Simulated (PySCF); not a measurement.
# Identify the compound

The spectra below were simulated for a compound C3H2FN3.

¹H NMR (400 MHz, computed): δ 9.10 (d, J = 1.4 Hz, 2H).

¹³C{¹H} NMR (computed): δ 162.3 (C, d, J = 366.9 Hz), 142.9 (CH, d, J = 1.6 Hz).

No solvent, non-relativistic Hamiltonian, one computed conformer, rapidly exchanging positions averaged. Shielding tensors at PBE0/pcSseg-1 (GIAO); J couplings at B3LYP/pcJ-1; geometry from PBE0-D3(BJ)/def2-SVP; PySCF 2.14.

References, each an isolated molecule treated in the same way: ¹H and ¹³C against TMS.

Q: Propose a structure and justify it.

A: 
1. Rings plus π bonds: 4 (1 ring in the answer).
2. 2 carbon signals for 3 carbons: some carbons are equivalent by symmetry or fast rotation.
3. Carbon types of the structure: 1 × C, 2 × CH, which accounts for all hydrogens.
4. δC 162.3: aromatic carbon bearing fluorine; σ withdrawal by the attached heteroatom moves it downfield of the ring CH carbons.
5. δC 142.9: aromatic CH next to a ring nitrogen; the adjacent pyridine-type nitrogen withdraws density from it.
6. δH 9.10: hydrogen on an aromatic CH next to a ring nitrogen; ring current plus the neighbouring ring nitrogen.

The compound is SMILES Fc1cnnnc1.

The shifts were computed for this structure.

Common functionals overestimate the size of one-bond C–F couplings by tens of Hz; these are unscaled. Splittings below 1 Hz are ignored in the labels, and close J values are merged. Shifts are as computed. Against solution values, carbons near 30 ppm lie about +2 ppm off and those near 130 ppm about +5 ppm. Of 1211 compounds with measured shifts, 218 miss one by over three times the rms of a fit or turn the order of signals round; such compounds aren't used in these exercises.
